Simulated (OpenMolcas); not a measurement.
**SnF at 1.988 Å: OpenMolcas input and output**

Input (each module block was a call of its own in one work directory; start orbitals came from a preliminary run):

```
&GATEWAY
Coord
2
angstrom
Sn 0.0 0.0 0.0
F 0.0 0.0 1.9880
Basis=ANO-RCC-VTZP
Group=XY
RX2C
AMFI
ANGMom
0.0 0.0 0.0
RICD
&SEWARD
&GUESSORB
* RASSCF and CASPT2 blocks for each multiplicity and irrep, as for the first:
&RASSCF
FileOrb=$CurrDir/o22.orb
Symmetry=2
Spin=2
nActEl=9 0 0
Inactive=15 10
RAS2=3 4
CIRoot=8 8 1
Linear
Iterations=120 100
OrbListing=Nothing
PRWF=0.15
>>COPY $Project.RasOrb $CurrDir/o22.orb
>>COPY $Project.rasscf.h5 $CurrDir/r22.h5
&CASPT2
XMultistate=all
Imaginary=0.2
IPEA=0.25
MaxIter=40
>>COPY $Project.JobMix JOB001
&RASSI
Nr of JobIphs=4 8 5 5 4
1 2 3 4 5 6 7 8
1 2 3 4 5
1 2 3 4 5
1 2 3 4
SpinOrbit
EJob
Omega
MEES
MESO
Properties=4
'AngMom' 3 'Mltpl  1' 1 'Mltpl  1' 2 'Mltpl  1' 3
Thrs=1.0d-4
>>COPY $Project.rassi.h5 $CurrDir/so.h5
```

```bash
pymolcas m.inp
```

C2 symmetry about the axis (a holds Σ, Δ, Γ; b holds Π, Φ, H; Σ⁺ and Σ⁻ are not told apart); roots by multiplicity and irrep: 2b 8, 2a 5, 4a 5, 4b 4.

RASSI part of the output, in excerpt:

```
SPIN-FREE ENERGIES:
  (Shifted by EMIN (a.u.) =      -6274.0772711004)
 SF State       Relative EMIN(au)   Rel lowest level(eV)    D:o, cm**(-1)      Abs_M
     1             0.0000000000        0.0000000000              0.0000         1.0
     2             0.0000000000        0.0000000000              0.0000         1.0
     9             0.0881582538        2.3989082954          19348.5003         0.0
    14             0.1380131497        3.7555291229          30290.3851         0.0
    10             0.1986463702        5.4054431055          43597.8389         2.0
    11             0.1991559169        5.4193085778          43709.6714         2.0
    12             0.2151024602        5.8532361280          47209.5332         0.0
    19             0.2263462468        6.1591951478          49677.2591         1.0
    20             0.2263462468        6.1591951478          49677.2591         1.0
    13             0.2321396387        6.3168413707          50948.7616         0.0
    21             0.2328018561        6.3348612263          51094.1016         1.0
    22             0.2328018561        6.3348612263          51094.1016         1.0
     4             0.2400700476        6.5326387910          52689.2852         1.0
     3             0.2400700476        6.5326387910          52689.2852         1.0
     5             0.2643356657        7.1929398972          58014.9728         3.0
     6             0.2643356657        7.1929398972          58014.9728         3.0
     8             0.2714085306        7.3854023576          59567.2872         1.0
     7             0.2714085306        7.3854023576          59567.2872         1.0
    15             0.2908693013        7.9149569055          63838.4327         0.0
    16             0.2956573396        8.0452460633          64889.2856         2.0
    17             0.2956737414        8.0456923792          64892.8854         2.0
    18             0.2974493826        8.0940100388          65282.5936         0.0
++ Dipole transition strengths (spin-free states):
     for osc. strength at least  1.00000000E-05
      From   To        Osc. strength     Einstein coefficients Ax, Ay, Az (sec-1)    Total A (sec-1)
         1    9       2.97951968E-03  1.33630048E+04  7.30654409E+05  0.00000000E+00  7.44017414E+05
         1   10       5.25636839E-02  3.49568438E+07  3.16866789E+07  0.00000000E+00  6.66435228E+07
         1   11       5.27046208E-02  3.19756272E+07  3.51898343E+07  0.00000000E+00  6.71654615E+07
         1   12       6.61521303E-02  9.65791179E+07  1.76433944E+06  0.00000000E+00  9.83434574E+07
         1   13       8.58263405E-02  2.66529366E+06  1.45938565E+08  0.00000000E+00  1.48603859E+08
         1    4       9.42011976E-03  0.00000000E+00  0.00000000E+00  1.74438870E+07  1.74438870E+07
         1    3       2.22414877E-04  0.00000000E+00  0.00000000E+00  4.11861003E+05  4.11861003E+05
         1    8       6.48035372E-04  0.00000000E+00  0.00000000E+00  1.53375709E+06  1.53375709E+06
         1    7       1.33987627E-02  0.00000000E+00  0.00000000E+00  3.17119220E+07  3.17119220E+07
         2    9       2.97951999E-03  7.30654503E+05  1.33629887E+04  0.00000000E+00  7.44017492E+05
         2   10       5.25636750E-02  3.16866652E+07  3.49568462E+07  0.00000000E+00  6.66435115E+07
         2   11       5.27046201E-02  3.51898346E+07  3.19756260E+07  0.00000000E+00  6.71654606E+07
         2   12       6.61521311E-02  1.76433907E+06  9.65791196E+07  0.00000000E+00  9.83434587E+07
         2   13       8.58263430E-02  1.45938570E+08  2.66529293E+06  0.00000000E+00  1.48603863E+08
         2    4       2.22414878E-04  0.00000000E+00  0.00000000E+00  4.11861006E+05  4.11861006E+05
         2    3       9.42011972E-03  0.00000000E+00  0.00000000E+00  1.74438869E+07  1.74438869E+07
         2    8       1.33987625E-02  0.00000000E+00  0.00000000E+00  3.17119217E+07  3.17119217E+07
         2    7       6.48035381E-04  0.00000000E+00  0.00000000E+00  1.53375711E+06  1.53375711E+06
         9   13       1.28583063E-03  0.00000000E+00  0.00000000E+00  8.56460510E+05  8.56460510E+05
         9    8       4.12737542E-05  3.91794057E+04  5.35279262E+03  0.00000000E+00  4.45321983E+04
         9    7       4.12737561E-05  5.35278757E+03  3.91794129E+04  0.00000000E+00  4.45322005E+04
        14   19       3.07650037E-03  7.55412115E+05  1.58726827E+04  0.00000000E+00  7.71284798E+05
        14   20       3.07650047E-03  1.58726833E+04  7.55412137E+05  0.00000000E+00  7.71284821E+05
        14   21       6.33876394E-03  9.82520291E+05  8.47385177E+05  0.00000000E+00  1.82990547E+06
        14   22       6.33876395E-03  8.47385196E+05  9.82520277E+05  0.00000000E+00  1.82990547E+06
        14   18       1.73703172E-03  0.00000000E+00  0.00000000E+00  1.41870690E+06  1.41870690E+06
        10    4       2.08445039E-04  7.69919156E+03  3.79291773E+03  0.00000000E+00  1.14921093E+04
        10    3       2.08445020E-04  3.79291606E+03  7.69919221E+03  0.00000000E+00  1.14921083E+04
        10    5       6.28750036E-04  1.84083034E+04  6.87639181E+04  0.00000000E+00  8.71722215E+04
        10    6       6.28750086E-04  6.87639248E+04  1.84083037E+04  0.00000000E+00  8.71722285E+04
        10    8       4.77085203E-04  2.35379402E+04  5.76175679E+04  0.00000000E+00  8.11555081E+04
        10    7       4.77085154E-04  5.76175610E+04  2.35379388E+04  0.00000000E+00  8.11554998E+04
        11    4       1.91649246E-04  3.25781256E+03  7.04995590E+03  0.00000000E+00  1.03077685E+04
        11    3       1.91649212E-04  7.04995715E+03  3.25780948E+03  0.00000000E+00  1.03077666E+04
        11    5       7.03484354E-04  7.75133935E+04  1.85130159E+04  0.00000000E+00  9.60264094E+04
        11    6       7.03484302E-04  1.85130159E+04  7.75133865E+04  0.00000000E+00  9.60264024E+04
        11    8       4.08409896E-04  5.18284773E+04  1.66752599E+04  0.00000000E+00  6.85037372E+04
        11    7       4.08409940E-04  1.66752604E+04  5.18284840E+04  0.00000000E+00  6.85037445E+04
        12    4       2.02104826E-04  3.72156642E+03  3.26435630E+02  0.00000000E+00  4.04800205E+03
        12    3       2.02104841E-04  3.26435452E+02  3.72156690E+03  0.00000000E+00  4.04800235E+03
        19   15       3.49996773E-04  5.88166601E+02  4.62289605E+04  0.00000000E+00  4.68171271E+04
        19   16       3.78793903E-04  2.28696240E+04  3.55985263E+04  0.00000000E+00  5.84681503E+04
        19   17       3.78883538E-04  3.56238029E+04  2.28858646E+04  0.00000000E+00  5.85096675E+04
        19   18       8.99701074E-05  1.43139392E+04  3.00650625E+02  0.00000000E+00  1.46145898E+04
        20   15       3.49996801E-04  4.62289647E+04  5.88166213E+02  0.00000000E+00  4.68171309E+04
        20   16       3.78793879E-04  3.55985247E+04  2.28696219E+04  0.00000000E+00  5.84681466E+04
        20   17       3.78883520E-04  2.28858603E+04  3.56238044E+04  0.00000000E+00  5.85096646E+04
        20   18       8.99701322E-05  3.00650253E+02  1.43139436E+04  0.00000000E+00  1.46145938E+04
        21   15       1.20868137E-03  6.21011825E+04  6.88435848E+04  0.00000000E+00  1.30944767E+05
        21   16       9.16451413E-04  1.16333973E+05  2.94935810E-02  0.00000000E+00  1.16334002E+05
        21   17       9.16690448E-04  2.95191133E-02  1.16425053E+05  0.00000000E+00  1.16425083E+05
        21   18       2.20276777E-04  1.59360449E+04  1.36429506E+04  0.00000000E+00  2.95789955E+04
        22   15       1.20868131E-03  6.88435746E+04  6.21011865E+04  0.00000000E+00  1.30944761E+05
        22   16       9.16451318E-04  2.94936330E-02  1.16333961E+05  0.00000000E+00  1.16333990E+05
        22   17       9.16690569E-04  1.16425068E+05  2.95142886E-02  0.00000000E+00  1.16425098E+05
        22   18       2.20276816E-04  1.36429492E+04  1.59360516E+04  0.00000000E+00  2.95790008E+04
         4    7       7.55628454E-05  0.00000000E+00  0.00000000E+00  2.38437812E+03  2.38437812E+03
         3    8       7.55628449E-05  0.00000000E+00  0.00000000E+00  2.38437810E+03  2.38437810E+03
 Electric-quadrupole - electric-quadrupole not included
 Electric-dipole - electric-octupole not included
 Electric-dipole - magnetic-quadrupole not included
   Eigenvalues of complex Hamiltonian:
  (Shifted by EMIN (a.u.) =      -6274.0772711004)
 SO State       Relative EMIN(au)   Rel lowest level(eV)    D:o, cm**(-1)      Omega
     1            -0.0046160777        0.0000000000              0.0000         0.5
     2            -0.0046160777        0.0000000000              0.0000         0.5
     3             0.0040381139        0.2354925487           1899.3755         1.5
     4             0.0040381139        0.2354925487           1899.3755         1.5
     5             0.0883081138        2.5285960642          20394.5027         0.5
     6             0.0883081138        2.5285960642          20394.5027         0.5
     7             0.1372422555        3.8601618970          31134.3054         0.5
     8             0.1372422555        3.8601618970          31134.3054         0.5
     9             0.1380211353        3.8813562960          31305.2497         1.5
    10             0.1380211353        3.8813562960          31305.2497         1.5
    11             0.1980911519        5.5159447174          44489.0945         2.4
    12             0.1980911519        5.5159447174          44489.0945         2.4
    13             0.1988201848        5.5357827148          44649.0987         1.7
    14             0.1988201848        5.5357827148          44649.0987         1.7
    15             0.2132381868        5.9281165357          47813.4844         0.5
    16             0.2132381868        5.9281165357          47813.4844         0.5
    17             0.2254649720        6.2608243115          50496.9536         1.5
    18             0.2254649720        6.2608243115          50496.9536         1.5
    19             0.2255668496        6.2635965416          50519.3131         2.5
    20             0.2255668496        6.2635965416          50519.3131         2.5
    21             0.2259578865        6.2742371967          50605.1358         0.5
    22             0.2259578865        6.2742371967          50605.1358         0.5
    23             0.2268418282        6.2982904762          50799.1386         0.5
    24             0.2268418282        6.2982904762          50799.1386         0.5
    25             0.2281617904        6.3342084771          51088.8368         0.5
    26             0.2281617904        6.3342084771          51088.8368         0.5
    27             0.2309780506        6.4108428200          51706.9344         0.5
    28             0.2309780506        6.4108428200          51706.9344         0.5
    29             0.2345539473        6.5081479289          52491.7531         1.5
    30             0.2345539473        6.5081479289          52491.7531         1.5
    31             0.2357008642        6.5393571268          52743.4722         0.5
    32             0.2357008642        6.5393571268          52743.4722         0.5
    33             0.2377511684        6.5951487463          53193.4620         2.5
    34             0.2377511684        6.5951487463          53193.4620         2.5
    35             0.2389490932        6.6277459414          53456.3761         1.5
    36             0.2389490932        6.6277459414          53456.3761         1.5
    37             0.2412618932        6.6906804347          53963.9770         0.5
    38             0.2412618932        6.6906804347          53963.9770         0.5
    39             0.2628740599        7.2787774496          58707.2993         3.5
    40             0.2628740599        7.2787774496          58707.2993         3.5
    41             0.2646615599        7.3274178034          59099.6102         2.5
    42             0.2646615599        7.3274178034          59099.6102         2.5
    43             0.2708582187        7.4960374799          60459.6197         1.5
    44             0.2708582187        7.4960374799          60459.6197         1.5
    45             0.2709606868        7.4988257791          60482.1088         0.5
    46             0.2709606868        7.4988257791          60482.1088         0.5
    47             0.2884969028        7.9760105242          64330.8633         1.5
    48             0.2884969028        7.9760105242          64330.8633         1.5
    49             0.2907692183        8.0378433785          64829.5789         0.5
    50             0.2907692183        8.0378433785          64829.5789         0.5
    51             0.2918907219        8.0683610475          65075.7205         0.5
    52             0.2918907219        8.0683610475          65075.7205         0.5
    53             0.2945551015        8.1408625089          65660.4843         1.5
    54             0.2945551015        8.1408625089          65660.4843         1.5
    55             0.2974531414        8.2197221925          66296.5305         2.5
    56             0.2974531414        8.2197221925          66296.5305         2.5
    57             0.2983229457        8.2433907722          66487.4305         0.5
    58             0.2983229457        8.2433907722          66487.4305         0.5
    59             0.3004858911        8.3022475160          66962.1421         3.5
    60             0.3004858911        8.3022475160          66962.1421         3.5
    61             0.3010895126        8.3186728939          67094.6217         1.5
    62             0.3010895126        8.3186728939          67094.6217         1.5
 Weights of the five most important spin-orbit-free states for each spin-orbit state.
 SO State  Total energy (au)           Spin-free states, spin, and weights
    1        -0.004616       1 0.5  0.4981    2 0.5  0.4981    9 0.5  0.0032   14 1.5  0.0002   13 0.5  0.0001
    2        -0.004616       1 0.5  0.4981    2 0.5  0.4981    9 0.5  0.0032   14 1.5  0.0002   13 0.5  0.0001
    3
```

Only roots inside an energy window near the equilibrium distance were included, so the list of states is not complete; labels number the states computed. Each spin and symmetry block has orbitals of its own, averaged over its own roots, so gaps between blocks are less sure than gaps within one and near the minimum can be off by tenths of an eV, in bad cases by more. No Rydberg orbitals are active, so Rydberg states, and σ→σ* states whose orbital the CASSCF left unused, can be missing between those listed. CASPT2 splits the two components of degenerate states numerically, here by up to 112 cm⁻¹. The CASPT2 reference weights are uneven, so some states carry less reliable energies.
